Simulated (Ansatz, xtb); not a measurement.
**Two structures of H7NOSi2Sn**

Structure X is a singlet given by its coordinates and structure Y is `[OH][Sn][N]([SiH3])[SiH3]`, a singlet. Both are isolated molecules in the gas phase, relaxed with PBE0-D4/def2-SVP; the shapes shown needn't be the lowest conformers.

X (Å):

```
atom    x (Å)    y (Å)    z (Å)
   N   0.2163  -2.3002   0.4397
   O  -0.4775  -0.8444  -1.8247
  Si   0.4762  -2.0725  -1.3326
  Si  -1.9158  -0.2304  -1.1215
  Sn  -1.8024  -1.2427   1.3488
   H   0.9272  -1.8512   1.0185
   H   0.1753  -3.2813   0.7165
   H   0.1056  -3.3840  -1.9329
   H   1.9073  -1.7486  -1.5705
   H  -1.8677   1.2574  -1.2957
   H  -3.0393  -0.7048  -1.9982
   H  -0.6760   0.0855   1.7477
```

Close contacts (Å): N1–Si3 1.81, N1–Sn5 2.45, O2–Si3 1.63, O2–Si4 1.71, Si4–Sn5 2.67, N1–H6 1.02, N1–H7 1.02, Si3–H8 1.49, Si3–H9 1.49, Si4–H10 1.50, Si4–H11 1.50, Sn5–H12 1.79.

Y (Å):

```xyz
12

N    -0.0812    0.1944    0.3430
O     1.2264    2.4280   -1.3041
Si   -0.8376   -0.5694    1.7179
Si    0.2159   -0.7053   -1.1220
Sn    0.3883    2.2396    0.4958
H     1.4083    1.6435   -1.8366
H    -2.1961   -1.1141    1.4006
H    -0.0174   -1.6920    2.2723
H    -0.9898    0.4754    2.7833
H     1.5783   -0.3972   -1.6705
H    -0.7708   -0.3838   -2.2008
H     0.1528   -2.1743   -0.8446
```

Task: Which of the two would you expect CCSD(T)/def2-SVP + ΔMP2/def2-TZVPP electronic energies to favour?

Result: Structure X; the calculation gives E(Y) − E(X) = +17.8 kcal/mol.

Level by level:

| level | geometry | E(Y) − E(X) (kcal/mol) | departure from the last row (kcal/mol) | job, with rough time for the two |
| --- | --- | --- | --- | --- |
| PBE0-D4/def2-SVP | PBE0-D4/def2-SVP | +25.0 | +7.2 | optimisation, 2.4 min |
| HF/def2-SVP | PBE0-D4/def2-SVP | +23.1 | +5.3 | part of the CCSD(T) run |
| MP2/def2-SVP | PBE0-D4/def2-SVP | +18.0 | +0.2 | part of the CCSD(T) run |
| CCSD(T)/def2-SVP | PBE0-D4/def2-SVP | +19.2 | +1.4 | single point |
| CCSD(T)/def2-SVP + ΔMP2/def2-TZVPP | PBE0-D4/def2-SVP | +17.8 |  | single point, 90 s |

None of the levels shown reverses the order. The largest departure from CCSD(T)/def2-SVP + ΔMP2/def2-TZVPP is that of PBE0-D4/def2-SVP, 7.2 kcal/mol. Levels run at GFN2-xTB geometries aren't shown. The last row adds to CCSD(T) the change of the MP2 difference between the two basis sets, here −1.4 kcal/mol.

With thermal terms from frequencies at re-optimised GFN2-xTB minima (ideal gas, soft modes damped towards free rotors, one conformer each, 298.15 K, 1 atm): on the last row, ΔE + ΔZPE = +13.7, ΔH = +14.8, ΔG = +12.2 kcal/mol.

The correlated steps freeze 16 core orbitals; the filled d shell of Sn is correlated, in a basis made for valence electrons. Atoms past krypton carry core potentials in the def2 sets and no spin–orbit term is included. Programs: Ansatz 0.2.0, xtb 6.7.1; the last row on 2 threads of Arm Neoverse V1 on a shared host.
